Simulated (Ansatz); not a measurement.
Computed with Ansatz.

A structure relaxed at PBE0-D4/def2-TZVP, charge 0, multiplicity 1:

Cartesian coordinates in Å:
```
O 0.5137 -1.2864 1.0734
W 0.0062 -0.0393 0.0879
F -0.8329 1.1368 1.2586
Cl 1.7023 1.4872 0.1012
Cl 0.7253 -0.7145 -1.9670
Cl -2.1147 -0.5839 -0.5540
```

(1) Give its formula and SMILES.

(2) Point group (tolerance 0.08 Å, 0.16 Å for H)?

(3) Summarise the bond lengths by kind.

Answers

(1) Cl3FOW, `[O]=[W]([F])([Cl])([Cl])[Cl]`.

(2) Cs.

(3) 1 × O–W 1.668 Å; 1 × F–W 1.859 Å; 3 × Cl–W 2.279 to 2.282 Å.
